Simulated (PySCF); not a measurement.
These are r2SCAN-D4/def2-TZVP run with PySCF values and carry that method's errors. Isolated molecules, 0 K electronic values unless said otherwise. Excitations are Tamm–Dancoff values on a coarser integration grid. The basis has no diffuse functions, so Rydberg states are missing or too high.

Reference species (SMILES): `[CH3][Al]([CH3])[SiH3]` (neutral, multiplicity 1).

```
Item                      Value
----------------------  -------
HOMO–LUMO gap           4.41 eV
S1 excitation (TDA)     4.61 eV
T1 excitation (TDA)     3.72 eV
S1 oscillator strength    0.015
```

After one change: the HOMO–LUMO gap falls by 0.77 eV; the S1 excitation (TDA) falls by 0.81 eV; the T1 excitation (TDA) falls by 0.68 eV; the S1 oscillator strength drops by 0.015.

Q: Which change was made? The new species is one of these.
(A) `[CH3][Al]([SiH3])[SiH3]`
(B) `[CH3][Al]([CH3])[CH3]`
(C) `[SiH3][Al]([SiH3])[SiH3]`

A: A, `[CH3][Al]([SiH3])[SiH3]`
